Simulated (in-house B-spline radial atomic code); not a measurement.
How numerical settings move a run on Ca⁺, [Ar] 4s1. Computed with a B-spline radial code for spherical atoms: non-relativistic wB97X, spin-polarised, spherical fractional occupations, point nucleus.

Command:
```bash
python run_scf.py task.json out
```
Settings of the sound reference run:
```
Z                20
electrons        19
configuration    [Ar] 4s1
hamiltonian      nr
method           wb97x
spin_polarised   True
knot_spacing     0.22
spline_order     8
gauss_points     12
box_radius       35.29
max_iterations   70
damping          0.5
damped_steps     3
diis_vectors     10
tolerance        1e-08
start            Thomas-Fermi
```

Cost of the run: 0.6 s on 1 thread of Arm Neoverse N1 (shared host).

It converges in 11 iterations to -677.346927 hartree, with 4s up at -11.4087 eV. The other runs change the listed settings, some to values that make no sense; their results aren't properties of the atom or ion. Radii are in bohr (the nuclear one in fm), a minus after a letter asks for a j subshell, and «unchanged» means within 1e-8 hartree. The run stops when the residual is below 10 × tolerance × max(1, Z/10), or a noise floor if that is larger, and the energy moves by less than 1e-8 × √|E| hartree; so very loose and very tight tolerances often act alike.

```tsv
changed settings	outcome
max_iterations = 100, damped_steps = 8, diis_vectors = 0	converged in 33 iterations, energy unchanged
first_knot = 0.05, max_iterations = 75, damping = 0.2	converged in 11 iterations, energy -3.37e-05 hartree from the reference, 4s up level +6.8e-05 eV
electrons = 27, configuration = [Ar] 4s1 6s2 6p6, max_iterations = 100	not converged after 100 iterations, last residual 2.5e-02
tolerance = 1e-13	converged in 12 iterations, energy unchanged
spline_order = 4, first_knot = 0.015, max_iterations = 60, diis_vectors = 2	converged in 15 iterations, energy +2.51e-04 hartree from the reference, 4s up level +5.6e-05 eV
hamiltonian = dirac, method = hf, nucleus = fermi, rms_radius = 3.4776, mass_number = 40, atomic_mass = 39.96259, speed_of_light = 137.036	stopped with error: spin polarisation is not served with the Dirac Hamiltonian
electrons = 21, configuration = [Ar] 4s3, max_iterations = 50	stopped with error: shell 4s holds at most 1 electrons (per spin)
spline_order = 4	converged in 13 iterations, energy +1.57e-04 hartree from the reference, 4s up level +3.2e-06 eV
spline_order = 6	converged in 11 iterations, energy -2.03e-05 hartree from the reference, 4s up level +4.3e-05 eV
gauss_points = 5, first_knot = 0.15, max_iterations = 8, diis_vectors = 1	not converged after 8 iterations, last residual 5.0e-04, last energy -2.68e-01 hartree from the reference
spline_order = 7	converged in 11 iterations, energy -3.12e-05 hartree from the reference, 4s up level +3.6e-05 eV
max_iterations = 8	not converged after 8 iterations, last residual 1.1e-04, last energy +3.27e-07 hartree from the reference
max_iterations = 2	not converged after 2 iterations, last residual 1.6e-01, last energy +7.85e-01 hartree from the reference
knot_spacing = 0.4, gauss_points = 5, max_iterations = 60, damping = 0.2, damped_steps = 1	converged in 10 iterations, energy +3.79e-04 hartree from the reference, 4s up level -1.4e-03 eV
```

**Question.** What happens with max_iterations = 5?

**Answer.** Not converged after 5 iterations, last residual 5.1e-03, last energy +1.29e-03 hartree from the reference.

**Question.** What happens with max_iterations = 3?

**Answer.** Not converged after 3 iterations, last residual 4.8e-02, last energy +8.22e-02 hartree from the reference.

**Question.** What happens with tolerance = 1e-06?

**Answer.** Converged in 10 iterations, energy unchanged, 4s up level +1.9e-06 eV.

**Question.** What happens with spline_order = 5?

**Answer.** Converged in 11 iterations, energy +6.41e-06 hartree from the reference, 4s up level -3.0e-06 eV.
